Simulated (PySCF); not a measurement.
# Two-component Hartree-Fock for Os⁴⁹⁺ (osmium, charge +49)

Start: [Ar] 3d9; 3d3/2 filled at m_j = -3/2, -1/2, +1/2, +3/2; 3d5/2 filled at m_j = -3/2, -1/2, +1/2, +3/2, +5/2. Calculated with PySCF 2.14 in an even-tempered Gaussian basis (15 s from 13 bohr⁻², ratio 2.8; 13 p from 16 bohr⁻², ratio 2.8; 8 d from 16 bohr⁻², ratio 2.8; 3 f from 61 bohr⁻², ratio 3): generalised Hartree-Fock with the X2C-1e Hamiltonian and a Gaussian nucleus; one run each with spin-orbit coupling (SO) switched off, then screened by Boettger's factors.

| spinor shell | electrons | ε, spin-free (eV) | ε, screened SO (eV) | weight of nominal j (screened SO) | rms radius, screened SO (bohr) |
| --- | --- | --- | --- | --- | --- |
| 1s1/2 | 2 | -76998.7 | -76974.2 | 1.000 | 0.0200 |
| 2s1/2 | 2 | -15734.2 | -15726.4 | 1.000 | 0.0808 |
| 2p1/2 | 2 | -14058.7 | -15164.9 | 1.000 | 0.0685 |
| 2p3/2 | 4 | -14058.7 | -13615.4 | 1.000 | 0.0760 |
| 3s1/2 | 2 | -5582.1 | -5579.8 | 1.000 | 0.202 |
| 3p1/2 | 2 | -5076.9 | -5339.1 | 1.000 | 0.193 |
| 3p3/2 | 4 | -5076.9 | -4969.8 | 1.000 | 0.208 |
| 3d3/2 | 4 | -4544.3 | -4591.7 | 0.997 | 0.181 |
| 3d5/2 | 5 | -4544.3 | -4511.2 | 0.998 | 0.184 |

| quantity | spin-free | screened SO |
| --- | --- | --- |
| E (hartree) | -15412.30515 | -15435.32343 |
| M_J | 5/2 | 5/2 |
| ⟨J²⟩ | 8.750 | 8.750 |
| ⟨L²⟩ | 6.000 | 6.068 |
| ⟨S²⟩ | 0.750 | 0.818 |

Each row is a mean over spinors that exchange with the open shell spreads, by up to 27.873 eV (3p3/2).

Breit and QED terms are absent; they matter most for the inner s and p1/2 levels.

Densities and radii are taken from the X2C orbitals without a picture-change correction, which distorts them close to the nucleus.

Without spin-orbit coupling the j labels of p, d and f shells carry no meaning; the spin-free column gives the mean over the occupied spinors of each nl shell.
